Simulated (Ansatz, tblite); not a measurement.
Series Ta(NH)X3: vertical triplet (eV) at several levels, gas phase, relaxed structures; Ansatz, xTB through tblite. Core potentials for Ta in the def2 sets, no spin–orbit coupling. xTB has no spin-polarisation term. Names give formal oxidation states. The structures are stationary points that may keep the symmetry of their start. Remarks come from the PBE and PBE0 runs and from stability tests at other levels; not every state was tested. HOMO above LUMO (over both spins in singlets and doublets, within one spin in higher multiplets; at PBE or PBE0), or a gap under 0.15 eV within one spin, warns that the state may not be the lowest or that an electron is smeared out.

| species | state | geometry | GFN1-xTB | GFN2-xTB | PBE-D4/def2-TZVP | PBE0-D4/def2-TZVP | remarks |
| --- | --- | --- | --- | --- | --- | --- | --- |
| Ta(NH)Cl3 (TaNCl3H) | singlet | PBE0-D4/def2-SVP | 3.67 | 3.52 | 4.23 | 4.14 | gap within one spin near zero at PBE or PBE0 (triplet) |
| Ta(NH)F3 (TaNF3H) | singlet | r2SCAN-D4/def2-SVP | 4.11 | 4.35 | 5.16 | 4.82 | – |
| Ta(NH)(OH)3 (TaNO3H4) | singlet | PBE0-D4/def2-SVP | 4.63 | 4.60 | 5.63 | 5.37 | gap within one spin near zero at PBE or PBE0 (triplet) |
| Ta(NH)(OSiH3)3 (TaSi3NO3H10) | singlet | PBE-D4/def2-SVP | 3.91 | 4.03 | 5.11 | 4.89 | gap within one spin near zero at PBE or PBE0 (triplet) |

**Question.** Estimate the column for r2SCAN-D4/def2-TZVP.

**Answer.** Ta(NH)Cl3 (TaNCl3H) 4.17; Ta(NH)F3 (TaNF3H) 4.96; Ta(NH)(OH)3 (TaNO3H4) 5.50; Ta(NH)(OSiH3)3 (TaSi3NO3H10) 5.00.

Over the 4 species that have every level, the mean is 4.08 at GFN1-xTB, 4.13 at GFN2-xTB, 5.03 at PBE-D4/def2-TZVP, 4.91 at r2SCAN-D4/def2-TZVP, 4.80 at PBE0-D4/def2-TZVP.
